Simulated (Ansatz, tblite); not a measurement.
Cost and result up the ladder for Ge₁₂NH₂₃, a cluster cut from the lattice of germanium (1 of the caps NH2) (36 atoms). The state is a singlet with charge 0. Geometry: PBE-D4/def2-SVP.

```xyz
36

Ge   -1.199    3.015    2.539
Ge    0.550    1.483   -2.211
Ge    0.835    0.000    4.307
Ge    2.603   -1.560   -0.555
Ge   -0.940   -0.520    0.832
Ge    0.639   -2.083   -4.017
Ge   -0.535    1.994    4.660
Ge    1.140    0.350   -0.123
Ge   -2.431    1.382    1.203
Ge   -0.720   -0.087   -3.619
Ge   -0.401   -1.614    2.951
Ge    1.357   -3.145   -1.934
N    -1.264    0.537   -5.298
H     0.071    3.450    1.754
H    -2.055    4.287    2.802
H     1.834    1.953   -2.960
H    -0.287    2.758   -1.885
H     2.137    0.396    3.556
H     1.243   -0.616    5.676
H     3.899   -1.120   -1.297
H     3.018   -2.222    0.791
H    -1.569   -1.529   -0.176
H     1.913   -1.652   -4.803
H    -0.136   -3.097   -4.906
H     0.221    3.025    5.549
H    -1.825    1.574    5.423
H     1.790    1.327    0.903
H    -2.856    1.996   -0.163
H    -3.720    0.950    1.960
H    -1.907    1.336   -5.217
H    -0.466    0.853   -5.864
H    -2.034   -0.465   -2.876
H     0.460   -2.885    2.689
H    -1.691   -2.051    3.703
H     2.220   -4.400   -2.254
H     0.106   -3.620   -1.142
```

Ansatz on 2 threads of AMD EPYC 7R13 on a shared host and a share (18 GiB) of an NVIDIA H100 80GB HBM3; xTB runs through tblite on one thread. Times are rough, summed over both states, and most runs start from the orbitals of an earlier one. PBE0-D4/def2-SVP serves as the yardstick here, not as an exact answer. The other state is a triplet.

The xTB rows come from tblite. Single mean-field runs in def2-SVP are fitted with def2-universal-jkfit.

xTB has no spin-polarisation term.

```tsv
level	functions	wall time	vertical triplet (eV)	difference from PBE0-D4/def2-SVP (eV)
GFN2-xTB	135	0.34 s	4.22	-0.34
GFN1-xTB	158	0.38 s	3.44	-1.11
PBE-D4/def2-SVP (with forces)	513	20 s	4.12	-0.44
PBE0-D4/def2-SVP	513	28 s	4.55	0.00
```
